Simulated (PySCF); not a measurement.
Excitations are Tamm–Dancoff values on a coarser integration grid. The basis has no diffuse functions, so Rydberg states are missing or too high.

Cartesian coordinates (Å):
```xyz
7

O      1.9426     0.1059     0.4064
Si     0.5421     0.4415    -0.3754
Si    -1.4910    -0.0688     0.3048
H      1.9517    -0.6743     0.9659
H      0.8441     1.6754    -1.1445
H     -1.4801    -1.4845     0.7868
H     -2.3095     0.0049    -0.9439
```
Charge 0, multiplicity 1.

**Question.** Estimate the S1 oscillator strength, T1 excitation (TDA), dipole moment, S1 excitation (TDA), HOMO, total energy, LUMO and S1–T1 gap (TDA) that PBE0-D4/def2-TZVP run with PySCF 2.14.0 returns for this input.

**Answer.** 
```yaml
S1 oscillator strength: 0.013
T1 excitation (TDA): 1.60 eV
dipole_moment: 1.39 D
S1 excitation (TDA): 4.00 eV
HOMO: -6.02 eV
total_energy: -656.3194 Ha
LUMO: -2.04 eV
S1–T1 gap (TDA): 2.41 eV
```
